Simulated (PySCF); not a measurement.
**Correlation energy of Ga (gallium, neutral)**

[Ar] 3d10 4s2 5s1, 2S determinant (an excited configuration). Calculation: PySCF 2.14, in aug-cc-pwCVDZ-PP with ECP10MDF; scalar relativity through the core potential. Frozen: 3s2 3p6 3d10; 3 electrons correlated.

| level | correlation energy (mhartree) |
| --- | --- |
| CCSD | -42.70 |
| (T) | -0.61 |
| CCSD(T) | -43.31 |
| CCSDT | -43.62 |

Diagnostics: T1 = 0.010, D1 = 0.0243, largest double amplitude 0.081.

Is a single reference adequate?

Mostly. T1 lies below 0.03, but a double amplitude of this size points to a near-degeneracy that CCSD handles and MP2 describes poorly.
